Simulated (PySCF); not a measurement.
C6H6ClO2 (doublet state).
Z-matrix (Å and degrees, GFN2-xTB geometry), rows numbered from 1:
```
O 
C   1  1.3751
C   2  1.4217  1  115.05
O   3  1.3562  2  120.60  1    -0.01
C   3  1.4010  2  119.32  1   179.95
C   5  1.3580  3  120.69  2     0.03
Cl  6  1.7224  5  120.26  3  -179.97
C   6  1.4916  5  123.88  3     0.04
C   2  1.3536  1  123.41  3   179.98
H   1  0.9628  2  109.51  3   179.91
H   4  0.9677  3  107.69  2     0.07
H   5  1.0781  3  118.09  2  -179.96
H   8  1.1015  6  109.80  5  -122.55
H   8  1.1015  6  109.76  5   122.33
H   9  1.0806  2  120.51  1    -0.01
```

The hyperfine couplings belong to this conformer and change with its torsions.

The species is `OC1=C(O)C=C(Cl)C[CH]1` [radical].

Method used: UKS B3LYP, pcH-1 on C Cl H O, non-relativistic, mean-field spin-orbit, GIAO (PySCF). The structure is a single GFN2-xTB conformer in the gas phase; no vibrational or solvent corrections. Couplings are sensitive to structure, and on GFN2-xTB geometries they can be far from those on DFT ones. The SCF solution wasn't tested for stability. ⟨S²⟩ is 0.781 where a pure state has 0.75.

Principal values of hyperfine tensors in MHz (contact, dipolar and spin–orbit terms together), for some of the nuclei:

```csv
atom,isotope,A1,A2,A3,alike by the symmetry of this geometry
H14,1H,130.74,133.94,137.77,H13
C3,13C,2.88,3.89,131.09,none
C5,13C,-61.52,-27.28,-24.22,none
C2,13C,-55.51,-26.95,-25.09,none
C8,13C,-32.22,-31.49,-30.99,none
C9,13C,2.25,4.26,87.83,none
H15,1H,-37.60,-24.53,-8.93,none
O4,17O,-58.44,7.65,9.45,none
```

Task: Split each tensor into its isotropic and traceless parts, and turn a_iso into mT with g = 2.0039.

Result: a_iso is a third of the trace, T = A − a_iso, and a(mT) = a(MHz)/(g × 13.996). The tensors hold a spin–orbit part: the run splits a_iso into a_FC + a_SO, and T includes its anisotropic share.

| atom | a_iso (MHz) | a_FC | a_SO | a_iso (mT) | T1 | T2 | T3 |
| --- | --- | --- | --- | --- | --- | --- | --- |
| H14 | 134.15 | 134.14 | 0.01 | 4.783 | -3.41 | -0.21 | 3.62 |
| C3 | 45.95 | 46.00 | -0.04 | 1.638 | -43.07 | -42.06 | 85.13 |
| C5 | -37.67 | -37.70 | 0.03 | -1.343 | -23.85 | 10.39 | 13.45 |
| C2 | -35.85 | -35.86 | 0.00 | -1.278 | -19.66 | 8.90 | 10.76 |
| C8 | -31.57 | -31.59 | 0.02 | -1.125 | -0.65 | 0.08 | 0.57 |
| C9 | 31.45 | 31.46 | -0.02 | 1.121 | -29.19 | -27.19 | 56.38 |
| H15 | -23.68 | -23.69 | 0.01 | -0.844 | -13.91 | -0.84 | 14.76 |
| O4 | -13.78 | -13.84 | 0.06 | -0.491 | -44.66 | 21.43 | 23.23 |

Task: What spin density at the nucleus of H15 lies behind its contact coupling (g_N = 5.58569)?

Result: a_FC = 800.24 MHz bohr³ × g_N × ρ(0)/(2S). With a_FC = -23.69 MHz and 2S = 1, ρ(0) = -0.005301 bohr⁻³. In magnitude that is 1.7 % of the 1/π = 0.318 of a free hydrogen atom.

Task: C6 (13C, g_N = 1.40482) isn't in the table. Its spin density at the nucleus is 0.04178 bohr⁻³. What is its contact coupling?

Result: By the same relation, a_FC = 47.0 MHz. The spin–orbit term adds +0.20 MHz. Its full tensor has the principal values 10.25, 11.70, 119.55 MHz.

Task: Which nucleus of the table has the largest anisotropic coupling, and what is its form?

Result: C3: -43.1, -42.1, 85.1 MHz (the dipolar term alone has -43.2, -41.9, 85.1), axial, in the ratio −1:−1:+2, the form that spin in one p orbital centred on that nucleus gives.

Task: In a single crystal, with the field along each principal axis of the tensor of H14 in turn, what first-order splitting does this nucleus give (isotropic g, quadrupole terms neglected)?

Result: 2 lines (I = 1/2), spaced by |A_i|/(g × 13.996): 4.66, 4.78, 4.91 mT along the axes of A1, A2 and A3.

Hardware: Arm Neoverse V2, one thread, shared host. Cost: 1.8 min of wall time (with the writing of density and orbital grids), 0.97 GiB resident at most.
